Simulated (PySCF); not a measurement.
Method: PBE-D3(BJ)/def2-TZVP // B3LYP-D3(BJ)/def2-TZVP (PySCF). All species are isolated molecules in the gas phase. One relaxed conformer stands for a flexible species; it need not be the lowest. Excitations are Tamm–Dancoff values on a coarser integration grid. The basis has no diffuse functions, so Rydberg states are missing or too high.

Reference species (SMILES): `[Si@H]([SiH3])(Cl)[SiH2][SiH3]` (Si–Si–Si–Cl torsion 52°) (neutral, multiplicity 1).

The T1 excitation (TDA) is 4.49 eV and the HOMO–LUMO gap is 4.79 eV.

Changed species: `[SiH3][Si]([SiH3])([SiH3])Cl`.

### Question
What does the change do to the T1 excitation (TDA) and HOMO–LUMO gap?

### Answer
the T1 excitation (TDA) stays essentially unchanged; the HOMO–LUMO gap decreases by 0.03 eV, to 4.76 eV.
